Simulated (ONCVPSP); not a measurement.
# Varying the ONCV potential for Gd

Base potential:

```json
{"Element": "gadolinium (Gd)", "Generator": "ONCVPSP 4.0.1", "Type": "optimised norm-conserving Vanderbilt (ONCV)", "Functional": "LDA (Perdew-Zunger)", "Relativity": "scalar-relativistic", "Frozen core": "[Kr] 4d10 4f7", "Valence charge": "11", "Reference configuration": "5s2 5p6 5d1 6s1 (charge +1)", "Partial waves": "5s+6s: rc 2.40 bohr, ncon 4, nbas 8, qcut 6.3 1/bohr, 2 projectors; 5p: rc 2.30 bohr, ncon 3, nbas 7, qcut 7 1/bohr, 3 projectors, debl 1.7 Ha; 5d: rc 3.70 bohr, ncon 4, nbas 9, qcut 4.1 1/bohr, 2 projectors, debl 2.7 Ha", "Local potential": "polynomial inside 2.20 bohr (lpopt 5, dvloc0 0 Ha)", "Core correction": "Teter function, fcfact 4.75, rcfact 1.2"}
```

All-electron outer shells of the reference configuration (LDA (Perdew-Zunger), scalar-relativistic, ld1.x):

```
shell  level (eV)  outermost node (bohr)  outermost maximum (bohr)
   5s      -56.29                   0.65                      1.20
   5p      -33.77                   0.70                      1.35
   4f      -15.32                      –                      0.56
   6s       -9.55                   1.59                      3.17
   5d       -8.65                   0.79                      1.95
```

Cutoffs, loose and tight: the cutoffs (Ha) at which the residual kinetic energy of the hardest occupied pseudo-wave falls to 1 and 0.1 mHa per electron. They do not see the model core or the augmentation charge, which bear on the density cutoff. Test errors are all-electron minus pseudo excitation energies from the reference, over the configurations 5s2 5p6 5d1 6s2; 5s2 5p6 5d1 6s0; 5s2 5p6 5d0 6s0; 5s2 5p5 5d1 6s2. A dash means not determined; rows that change the core or the reference have their own tests.

```tsv
change	outcome	cutoff, loose	cutoff, tight	bound ghosts	GHOST(+) flags above zero	largest test error (meV)
base	generated	12 Ha	16 Ha	none	none	-174
core correction Teter function, fcfact 4.75, rcfact 1	generated	12 Ha	16 Ha	none	none	-165
core correction Teter function, fcfact 4.75, rcfact 1.08	generated	12 Ha	16 Ha	none	none	-168
core correction Teter function, fcfact 4.75, rcfact 1.22	generated	12 Ha	16 Ha	none	none	-175
core correction Teter function, fcfact 4.75, rcfact 1.28	generated	12 Ha	16 Ha	none	none	-180
core correction Teter function, fcfact 4.75, rcfact 1.42	generated	12 Ha	16 Ha	none	none	-191
core correction Teter function, fcfact 4.75, rcfact 1.54	generated	12 Ha	16 Ha	none	none	-202
core correction Teter function, fcfact 4.75, rcfact 1.68	generated	12 Ha	16 Ha	none	none	-215
core correction Teter function, fcfact 4.75, rcfact 1.78	generated	12 Ha	16 Ha	none	none	-224
core correction Teter function, fcfact 4.75, rcfact 1.92	generated	12 Ha	16 Ha	none	none	-236
core correction Teter function, fcfact 4.75, rcfact 2.02	generated	12 Ha	16 Ha	none	none	-245
```

Reading the sweep of the rcfact (base included, trends over the rows without a ghost): The loose cutoff stays near 12 Ha. The median size of the test errors (rows with all tests solved) is not monotonic: lowest 7.6 meV at 1.68, highest 105.7 meV at 2.02.
